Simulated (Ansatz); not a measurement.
Mulliken charges of AlH5NOSi (`[NH2][Al][O][SiH3]`) radical from PBE/def2-TZVPP in Ansatz (PBE0-D4/def2-TZVP geometry).

```json
{"atom": "N1", "x (Å)": "-0.934", "y (Å)": "1.665", "z (Å)": "-1.720", "charge (e)": "-0.375"}
{"atom": "Al2", "x (Å)": "0.466", "y (Å)": "0.683", "z (Å)": "-1.271", "charge (e)": "0.260"}
{"atom": "O3", "x (Å)": "0.347", "y (Å)": "-0.259", "z (Å)": "0.130", "charge (e)": "-0.238"}
{"atom": "Si4", "x (Å)": "0.671", "y (Å)": "-1.281", "z (Å)": "1.349", "charge (e)": "0.286"}
{"atom": "H5", "x (Å)": "-0.979", "y (Å)": "2.263", "z (Å)": "-2.529", "charge (e)": "0.142"}
{"atom": "H6", "x (Å)": "-1.796", "y (Å)": "1.701", "z (Å)": "-1.197", "charge (e)": "0.139"}
{"atom": "H7", "x (Å)": "0.560", "y (Å)": "-0.571", "z (Å)": "2.652", "charge (e)": "-0.071"}
{"atom": "H8", "x (Å)": "2.048", "y (Å)": "-1.835", "z (Å)": "1.229", "charge (e)": "-0.071"}
{"atom": "H9", "x (Å)": "-0.295", "y (Å)": "-2.411", "z (Å)": "1.339", "charge (e)": "-0.071"}
```

Task: By hand: the dipole of these point charges (1 e Å = 4.8032 D).

Result: Σ q r = (0.028, 0.148, -0.227) e Å, of length 0.272 e Å = 1.31 D.

Task: How does the dipole of the full density compare? (Best estimate.)

Result: Ansatz gave: (-0.134, 0.215, -0.213) e Å, 1.59 D; the point charges give 0.82 times that, at 32° from its direction.

Point charges leave out the atoms' own dipoles, such as those of lone pairs, and Mulliken's split depends on the basis, so the two needn't agree.
